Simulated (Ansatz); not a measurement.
Kohn–Sham single points on `[CH3][Ta](=[O])([F])[F]`.

```yaml
crystal:
  periodic: [false, false, false]
  atoms:
    - {symbol: C, position_ang: [-0.929874, -0.081286, 0.596465]}
    - {symbol: Ta, position_ang: [0.854835, 0.066409, -0.578582]}
    - {symbol: O, position_ang: [2.097518, -0.278686, 0.544281]}
    - {symbol: F, position_ang: [0.794302, -1.270368, -1.890674]}
    - {symbol: F, position_ang: [1.009360, 1.836771, -1.173765]}
    - {symbol: H, position_ang: [-1.820276, 0.117847, -0.008950]}
    - {symbol: H, position_ang: [-1.015364, -1.081982, 1.031161]}
    - {symbol: H, position_ang: [-0.898302, 0.634097, 1.424065]}
basis:
  gaussian: {orbitals: def2-TZVPP}
hamiltonian: {xc: {name: wB97X-V}}
output: {orbitals: {seedname: orbitals}}
```

```sh
$ ansatz run in.yaml --threads 2 --pin off --events-out ev --progress --plain --max-ram 22528MiB --backend cpu
```

Output, abridged:

```
Functional definition: wB97X-V
1179 factors; their error is unknown
263 factors; integrals over basis functions are off by at most 8.6e-6 eV
mean field evaluation 1: about -10111.1188 eV, gradient 8.8e1 eV
mean field evaluation 2: about -10065.7719 eV, gradient 1.9e2 eV
mean field evaluation 4: about -10124.4301 eV, gradient 1.2e1 eV
mean field evaluation 8: about -10124.6470 eV, gradient 2.2e-1 eV
mean field evaluation 16: about -10124.6594 eV, gradient 2.8e-4 eV
mean field -10124.65939715 eV, -372.0743701048 hartree, gradient 2.5e-5 eV, S^2 0.000000; 0 other end points of the search recorded, 0 dependent functions left out
reference -10124.65939501 eV, -372.0743700261 hartree; 24, 24 occupied and 198, 198 virtual orbitals, 1179 factors
Total energy: -10124.65939501 eV, -372.0743700261 hartree
```

It took 9.5 s on 2 threads of an AMD EPYC 7R13 on a shared host, with 0.65 GiB of host memory at the peak.

Changing it to `hamiltonian: {xc: {name: B2PLYP}}` (abridged; 6.5 s):

```
Functional definition: B2PLYP
mean field evaluation 16: about -10108.5652 eV, gradient 2.7e-4 eV
mean field -10108.56519546 eV, -371.4829191017 hartree, gradient 6.0e-6 eV, S^2 0.000000
4 core orbitals not correlated: weight in the atoms' cores, before any rotation towards them, 1.000 or more for the frozen orbitals, at most 0.000 for the correlated occupied ones
second order -44.19724675 eV of doubles, -0.00000000 eV of singles
Total energy: -10120.49861316 eV, -371.9214641133 hartree
```

The same input with `hamiltonian: {xc: {name: BLYP}, dispersion: d4}` (abridged; 2.4 s):

```
Functional definition: BLYP
mean field evaluation 16: about -10127.1840 eV, gradient 1.2e-2 eV
mean field -10127.18403773 eV, -372.1671489346 hartree, gradient 4.2e-5 eV, S^2 0.000000
Total energy: -10127.49603824 eV, -372.1786147419 hartree
```

The same input with `hamiltonian: {xc: lda}` (abridged; 1.4 s):

```
Functional definition: SPW92
mean field evaluation 16: about -10066.4256 eV, gradient 1.1e-2 eV
mean field -10066.42558290 eV, -369.9343169033 hartree, gradient 3.9e-5 eV, S^2 0.000000
Total energy: -10066.42562388 eV, -369.9343184093 hartree
```

Changing it to `hamiltonian: {xc: {name: PBE-QIDH}}` (abridged; 6.5 s):

```
Functional definition: PBE-QIDH
mean field evaluation 16: about -10102.2113 eV, gradient 9.3e-4 eV
mean field -10102.21130511 eV, -371.2494179380 hartree, gradient 5.3e-6 eV, S^2 0.000000
4 core orbitals not correlated: weight in the atoms' cores, before any rotation towards them, 1.000 or more for the frozen orbitals, at most 0.000 for the correlated occupied ones
second order -40.90783600 eV of doubles, -0.00000000 eV of singles
Total energy: -10115.84726304 eV, -371.7505301493 hartree
```

Changing it to `hamiltonian: {xc: {name: r2SCANh}, dispersion: d4}` (abridged; 5.5 s):

```
Functional definition: r2SCANh
mean field evaluation 16: about -10124.4081 eV, gradient 1.5e-4 eV
mean field -10124.40805876 eV, -372.0651335893 hartree, gradient 2.0e-5 eV, S^2 0.000000
Total energy: -10124.44562920 eV, -372.0665142775 hartree
```
